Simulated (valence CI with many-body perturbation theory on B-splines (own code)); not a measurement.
E1 line list for N II

Level of theory: configuration interaction combined with many-body perturbation theory (CI+MBPT): four valence electrons over a frozen Dirac-Fock core [He], radial functions for each j: 11 s, 11 p, 9 d, 7 f, 5 g, 2 h, 1 i, with the one-electron correlation potential Σ1, the two-electron term Σ2, the three-electron term Σ3, Breit, model QED; selected CI, second order for the rest, scaled by the run's own slope (own B-spline code, finite nucleus).

Set against measurement, 39 paired levels are off by 56 cm⁻¹ on average, the worst by 162. These come from a selection out of the NIST Handbook of Basic Atomic Spectroscopic Data. Levels without a partner in it may be off by more. Among the levels kept, up to 670 cm⁻¹ of a level comes from second order outside the variational space, and about a tenth of that is noise between levels of different J, which matters for small intervals.

Lines 101 to 150 of 287 in falling wavelength, among levels below 27.061 eV, chosen from the strongest by gf and those to the six lowest levels. Wavelengths and rates use the calculated energies, so an error of 60 cm⁻¹ moves a line at 5667 Å by 0.34 % and its rate by three times that or more. Electric multipoles are in the length gauge, E1 and E2 with the static RPA response of the core. Weak lines are less certain than strong ones. Lines between different terms over intervals too small for the method are left out, as are lines whose strength nearly cancels. Where a level lies close to another of its J and parity, the split of strength between their lines is uncertain.

Names give the largest LS component (configuration and term), which can be under half, so a name can repeat, a term be missing and a line seem to break the LS rules; names also repeat where a configuration has a term twice.

```tsv
λ vac (Å)	λ from measured levels	Upper	Lower	A (s⁻¹)	S (a.u.)
5667	5668	2s²2p3p ³D_2	2s²2p3s ³P°_1	3.47e+07	1.56e+01
5492	5497	2s²2p3d ³P°_2	2s²2p3p ³P_2	2.43e+07	9.92e+00
5047	5047	2s²2p3p ³S_1	2s²2p3s ³P°_2	3.24e+07	6.17e+00
5022	5027	2s²2p3d ³F°_3	2s²2p3p ³D_3	1.03e+07	4.50e+00
5014	5018	2s²2p3d ³F°_2	2s²2p3p ³D_2	1.56e+07	4.86e+00
5007	5009	2s²2p3d ³P°_2	2s²2p3p ³S_1	7.59e+07	2.35e+01
5004	5007	2s²2p3d ³F°_4	2s²2p3p ³D_3	1.13e+08	6.27e+01
4999	5003	2s²2p3d ³F°_3	2s²2p3p ³D_2	1.02e+08	4.41e+01
4998	5003	2s²2p3d ³F°_2	2s²2p3p ³D_1	9.52e+07	2.93e+01
4994	4996	2s²2p3d ³P°_1	2s²2p3p ³S_1	7.28e+07	1.34e+01
4989	4989	2s²2p3d ³P°_0	2s²2p3p ³S_1	7.15e+07	4.38e+00
4804	4805	2s²2p3d ³D°_3	2s²2p3p ³D_3	3.17e+07	1.22e+01
4789	4789	2s²2p3d ³D°_2	2s²2p3p ³D_2	2.51e+07	6.80e+00
4780	4781	2s²2p3d ³D°_1	2s²2p3p ³D_1	2.49e+07	4.03e+00
4695		2s²2p4f ¹D_2	2s²2p3d ¹P°_1	8.60e+07	2.20e+01
4679		2s²2p4f ³D_2	2s²2p3d ¹P°_1	8.47e+07	2.14e+01
4647	4644	2s²2p3p ³P_1	2s²2p3s ³P°_2	4.46e+07	6.62e+00
4634	4632	2s²2p3p ³P_2	2s²2p3s ³P°_2	7.61e+07	1.87e+01
4627	4623	2s²2p3p ³P_0	2s²2p3s ³P°_1	9.24e+07	4.52e+00
4610	4608	2s²2p3p ³P_1	2s²2p3s ³P°_0	3.20e+07	4.65e+00
4608		2s²2p4f ¹F_3	2s²2p3d ¹F°_3	1.19e+07	4.01e+00
4605	4603	2s²2p3p ³P_2	2s²2p3s ³P°_1	2.28e+07	5.49e+00
4552		2s²2p4f ³G_4	2s²2p3d ¹F°_3	6.71e+07	2.81e+01
4531		2s²2p4f ¹G_4	2s²2p3d ¹F°_3	1.50e+08	6.19e+01
4445	4448	2s²2p3d ¹D°_2	2s²2p3p ¹P_1	1.11e+08	2.40e+01
4440		2s²2p4f ¹D_2	2s²2p3d ³P°_1	6.57e+07	1.42e+01
4431		2s²2p4f ³D_3	2s²2p3d ³P°_2	1.79e+08	5.38e+01
4430		2s²2p4f ¹D_2	2s²2p3d ³P°_2	2.09e+07	4.48e+00
4429		2s²2p4f ³D_1	2s²2p3d ³P°_0	1.04e+08	1.34e+01
4426		2s²2p4f ³D_2	2s²2p3d ³P°_1	7.11e+07	1.52e+01
4425		2s²2p4f ³D_1	2s²2p3d ³P°_1	8.14e+07	1.04e+01
4416		2s²2p4f ³D_2	2s²2p3d ³P°_2	2.87e+07	6.10e+00
4239		2s²2p4f ³F_4	2s²2p3d ³D°_3	1.83e+08	6.20e+01
4239		2s²2p4f ¹F_3	2s²2p3d ³D°_2	8.20e+07	2.16e+01
4238		2s²2p4f ³F_2	2s²2p3d ³D°_2	2.53e+07	4.76e+00
4234		2s²2p4f ³F_3	2s²2p3d ³D°_2	9.69e+07	2.54e+01
4234		2s²2p4f ³F_2	2s²2p3d ³D°_1	1.83e+08	3.43e+01
4232		2s²2p4s ¹P°_1	2s²2p3p ¹D_2	1.03e+08	1.16e+01
4197		2s²2p4f ³G_4	2s²2p3d ³D°_3	2.93e+07	9.61e+00
4193		2s²2p4f ³G_3	2s²2p3d ³D°_2	1.70e+07	4.33e+00
4178		2s²2p4f ³D_3	2s²2p3d ³D°_3	4.25e+07	1.07e+01
4175		2s²2p4f ¹F_3	2s²2p3d ¹D°_2	1.23e+08	3.08e+01
4172		2s²2p4f ¹D_2	2s²2p3d ³D°_2	2.38e+07	4.27e+00
4170		2s²2p4f ³F_3	2s²2p3d ¹D°_2	6.45e+07	1.62e+01
4130		2s²2p4f ³G_3	2s²2p3d ¹D°_2	2.19e+07	5.33e+00
4095		2s²2p4f ³F_4	2s²2p3d ³F°_4	1.38e+07	4.22e+00
4083		2s²2p4f ³F_4	2s²2p3d ³F°_3	3.64e+07	1.10e+01
4076		2s²2p4f ³F_2	2s²2p3d ³F°_2	2.18e+07	3.64e+00
4073		2s²2p4f ³F_3	2s²2p3d ³F°_2	5.45e+07	1.27e+01
4056		2s²2p4f ³G_4	2s²2p3d ³F°_4	2.18e+07	6.46e+00
```
